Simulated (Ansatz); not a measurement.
`Cl[Si](Cl)(Cl)I` + `C[O][Ge]([OH])([O]C)[O]C` → `C[O][Ge]([O]C)([O]C)[Si](Cl)(Cl)Cl` + `OI`  (formal exchange of groups at the Si–I bond)

Program: Ansatz. Geometries: PBE0-D4/def2-TZVP. ΔE: electronic, gas phase. CCSD(T)/CBS is the MP2 limit (def2-TZVPP, def2-QZVPP) plus CCSD(T) − MP2 in def2-TZVPP, frozen cores. DFT in def2-TZVPP. B3LYP here is the variant with VWN-RPA as its local correlation; programs differ in this. HSE06 is defined as in plane-wave codes. Elements past krypton have def2 core potentials. For Ge, I outer-core shells are correlated without core-valence functions, which leaves a few kJ/mol of doubt a bond. Scalar relativity is left out up to krypton. One conformer a species, not always the lowest.

`Cl[Si](Cl)(Cl)I`:

Z-matrix (Å, degrees):
```
Si
Cl 1 2.027
Cl 1 2.027 2 108.9
I 1 2.410 2 110.0 3 120.7
Cl 1 2.027 2 108.9 3 -118.6
```

`C[O][Ge]([OH])([O]C)[O]C`:

Z-matrix (Å, degrees):
```
C
O 1 1.414
H 1 1.096 2 112.0
H 1 1.091 2 107.5 3 -119.1
H 1 1.096 2 112.0 3 121.8
Ge 2 1.754 1 118.6 3 -60.6
O 6 1.754 2 112.7 1 57.9
O 6 1.754 2 112.7 1 -58.0
O 6 1.758 2 102.6 1 179.9
C 7 1.414 6 118.9 2 57.4
C 8 1.414 6 118.9 2 -57.3
H 9 0.961 6 111.9 2 179.9
H 10 1.092 7 107.5 6 -179.5
H 10 1.096 7 112.0 6 -60.5
H 10 1.096 7 112.0 6 61.4
H 11 1.091 8 107.5 6 179.5
H 11 1.096 8 112.0 6 60.5
H 11 1.096 8 111.9 6 -61.4
```

`C[O][Ge]([O]C)([O]C)[Si](Cl)(Cl)Cl`:

```xyz
20

C    -2.429    0.737    1.025
O    -1.736   -0.391    0.527
Ge   -0.020   -0.296    0.157
O     0.158    1.216   -0.744
C     1.443    1.677   -1.106
O     0.385   -1.695   -0.827
C    -0.382   -1.987   -1.981
Si    1.406   -0.391    2.072
Cl    3.354   -0.636    1.531
Cl    1.229    1.372    3.088
Cl    0.856   -1.915    3.299
H    -3.493    0.493    1.026
H    -2.270    1.621    0.400
H    -2.130    0.974    2.053
H     2.007    0.927   -1.672
H     2.036    1.969   -0.231
H     1.314    2.559   -1.737
H    -0.365   -1.160   -2.699
H    -1.423   -2.208   -1.726
H     0.059   -2.867   -2.453
```

`OI`:

```xyz
3

O     0.413   -0.141    0.484
I    -1.382   -0.189   -0.337
H     0.969    0.329   -0.147
```

Question: Is it downhill or uphill in electronic energy at CCSD(T)/CBS, and by how much? (An estimate is asked.)

Answer: Ansatz gave: Uphill: ΔE = +254.8 kJ/mol.

Question: What do these levels give: BLYP-D4, B3LYP-D4, r2SCAN0-D4, HSE06-D4, PBE, BLYP, r2SCAN, HSE06, MP2/def2-SVP, HF/def2-TZVPP, MP2/def2-TZVPP, SCS-MP2/def2-QZVPP? (Estimate.)

Answer: Ansatz gave: BLYP-D4 210.9, B3LYP-D4 230.7, r2SCAN0-D4 263.8, HSE06-D4 244.3, PBE 226.7, BLYP 218.0, r2SCAN 252.3, HSE06 249.9, MP2/def2-SVP 280.5, HF/def2-TZVPP 285.3, MP2/def2-TZVPP 275.0, SCS-MP2/def2-QZVPP 265.6 kJ/mol.

Largest T1 diagnostic among the species: 0.012.

From BLYP to BHLYP (50 % exact exchange), in def2-TZVPP and without D4, ΔE moves by +42.9 kJ/mol. Leaving LDA and LC-ωPBE aside and taking each functional with its dispersion term where it has one, the values, not all of them listed here, spread over 59.2 kJ/mol, from BLYP-D4 to PBE-QIDH. LDA lies +11.4 kJ/mol from PBE without D4.
